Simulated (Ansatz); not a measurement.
Input for Ansatz (a first-principles code): R-wB97M-V/def2-TZVPPD on B2H8N2 (a complex). Files ending in .json are basis or fitting sets from the Basis Set Exchange.

Ansatz 0.2 input:
```yaml
crystal:
  periodic: [false, false, false]
  atoms:
    - {symbol: B, position_ang: [-0.78388361, 0.35517790, -0.29068245]}
    - {symbol: N, position_ang: [0.43002975, -0.19947620, 0.07791599]}
    - {symbol: H, position_ang: [-1.08857184, 0.40512841, -1.44202996]}
    - {symbol: H, position_ang: [-1.50935764, 0.78107427, 0.56006377]}
    - {symbol: H, position_ang: [0.73146079, -0.26955490, 1.03818603]}
    - {symbol: H, position_ang: [1.08551818, -0.57989317, -0.58494941]}
    - {symbol: B, position_ang: [0.23903497, -0.70673687, 3.99657371]}
    - {symbol: N, position_ang: [-0.02322380, 0.45598006, 3.28288547]}
    - {symbol: H, position_ang: [-0.47201678, -1.65115509, 3.84272471]}
    - {symbol: H, position_ang: [1.17865095, -0.73542511, 4.73053208]}
    - {symbol: H, position_ang: [0.51971914, 1.29865772, 3.38316848]}
    - {symbol: H, position_ang: [-0.81313720, 0.56572935, 2.66528053]}
basis:
  gaussian:
    orbitals: def2-TZVPPD.json
hamiltonian:
  xc: {name: wB97M-V}
scf: {lower_state_search: off}
```

Output:

```
Functional definition: wB97M-V
[...]
these checks for a lower state are left out or cut short: stability, starts, cluster_reference, orbital_swaps, neighbouring_geometries, increment
integrals: 0.23 GiB planned
1160 factors; their error is unknown
integrals: 0.27 GiB planned
408 factors; integrals over basis functions are off by at most 2.2e-5 eV
mean field: 1.63 GiB planned
mean field evaluation 1: about -4457.0820 eV, gradient 6.2e1 eV
mean field evaluation 2: about -4457.8345 eV, gradient 5.8e1 eV
mean field evaluation 4: about -4464.1927 eV, gradient 1.3e0 eV
mean field evaluation 8: about -4464.1921 eV, gradient 4.8e-1 eV
mean field evaluation 16: about -4464.1924 eV, gradient 1.0e-5 eV
mean field -4464.19241946 eV, -164.0560454768 hartree, gradient 2.9e-6 eV, S^2 0.000000; 0 other end points of the search recorded, 0 dependent functions left out
reference -4464.19249288 eV, -164.0560481750 hartree; 16, 16 occupied and 268, 268 virtual orbitals, 1160 factors
Total energy: -4464.19249288 eV, -164.0560481750 hartree
Checks for a lower state left out: stability, starts, cluster_reference, orbital_swaps, neighbouring_geometries, increment
```

Self-consistency was reached.

Cost: very roughly 10 core-seconds.
